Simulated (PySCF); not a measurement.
Compound: C2H2F6NP.
Atom-mapped SMILES: `[NH2:1][P:2]([C:3]([F:4])([F:5])[F:6])[C:7]([F:8])([F:9])[F:10]` (hydrogens: H11, H12 on N1)

The same species was optimised twice, with GFN2-xTB and with PBE0-D3(BJ)/def2-SVP (PySCF), and the same property calculations (PySCF, gas phase) were run on both structures.

```tsv
coordinate	GFN2-xTB	PBE0-D3(BJ)/def2-SVP	change
P2–C7 (Å)	1.920	1.898	-0.022
N1–P2 (Å)	1.658	1.675	+0.017
P2–C3 (Å)	1.902	1.895	-0.007
C7–F10 (Å)	1.342	1.336	-0.006
C7–F8 (Å)	1.343	1.337	-0.006
C3–F5 (Å)	1.338	1.333	-0.005
C3–F4 (Å)	1.340	1.336	-0.004
C7–F9 (Å)	1.327	1.330	+0.003
C3–F6 (Å)	1.332	1.332	0.000
P2–C7–F9 (°)	115.0	111.7	-3.3
C3–P2–C7 (°)	93.4	96.3	+2.9
N1–P2–C3 (°)	95.8	98.6	+2.8
P2–C3–F6 (°)	113.3	110.8	-2.5
P2–C7–F8 (°)	111.7	113.3	+1.6
F8–C7–F10 (°)	106.3	107.1	+0.8
P2–C3–F4 (°)	112.7	113.6	+0.9
F5–C3–F6 (°)	107.7	108.3	+0.6
N1–P2–C3–F4 (°)	-45	-41	+4
N1–P2–C7–F8 (°)	30	43	+13
```

Rotational constants: A = 1766, B = 935.0, C = 807.9 MHz (GFN2-xTB) against A = 1769, B = 923.3, C = 800.1 MHz (PBE0-D3(BJ)/def2-SVP).

On the GFN2-xTB structure: HOMO (eV) -8.54 [PBE0/pcSseg-1]; LUMO (eV) -0.36 [PBE0/pcSseg-1]; dipole (D) 2.81 [PBE0/pcSseg-1]; GIAO shielding of N1 (ppm) 243.9 [PBE0/pcSseg-1]; GIAO shielding of P2 (ppm) 310.8 [PBE0/pcSseg-1]; GIAO shielding of C3/C7 (mean) (ppm) 50.2 [PBE0/pcSseg-1]; GIAO shielding of F4 (×6) (mean) (ppm) 251.3 [PBE0/pcSseg-1].

Task: What do these properties become on the PBE0-D3(BJ)/def2-SVP structure?

Result: 
| property | level | on GFN2-xTB | on PBE0-D3(BJ)/def2-SVP | change |
| --- | --- | --- | --- | --- |
| HOMO (eV) | PBE0/pcSseg-1 | -8.54 | -8.42 | +0.12 |
| LUMO (eV) | PBE0/pcSseg-1 | -0.36 | -0.27 | +0.09 |
| dipole (D) | PBE0/pcSseg-1 | 2.81 | 2.81 | 0.00 |
| energy, GFN2-xTB geometry as zero (kcal/mol) | PBE0/pcSseg-1 | 0.0 | -1.0 | -1.0 |
| GIAO shielding of N1 (ppm) | PBE0/pcSseg-1 | 243.9 | 246.1 | +2.2 |
| GIAO shielding of P2 (ppm) | PBE0/pcSseg-1 | 310.8 | 310.6 | -0.2 |
| GIAO shielding of C3/C7 (mean) (ppm) | PBE0/pcSseg-1 | 50.2 | 51.5 | +1.3 |
| GIAO shielding of F4 (×6) (mean) (ppm) | PBE0/pcSseg-1 | 251.3 | 253.1 | +1.8 |

The heavy atoms differ by 0.115 Å rms after alignment. Among bonds between heavy atoms P2–C7 changes most (-0.022 Å). Changes are differences of the printed values. Neither structure is proved a minimum here.

Shape of the structure used: `[NH2:1][P:2]([C:3]([F:4])([F:5])[F:6])[C:7]([F:8])([F:9])[F:10]`: N1–P2–C3–F4 -41°, N1–P2–C7–F8 43°, H–N1–P2–C3 56°, H–N1–P2–C3 -145°.
